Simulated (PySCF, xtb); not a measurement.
2-bromobuta-1,3-diene (C4H5Br), SMILES C=C(C=C)Br.

GFN2-xTB (xtb 6.7.1) at its own geometry gives an orbital gap of 3.41 eV and a dipole moment of 3.31 D.

The structure is a stationary point at PBE0-D3(BJ)/def2-SVP. Other conformers were not sampled.

### Question
What does CAM-B3LYP/def2-TZVP in PySCF give? (Estimate from the structure and the level; the computed values follow.)

### Answer
gap 8.05 eV (levels -8.26 and -0.21 eV), dipole 1.50 D.
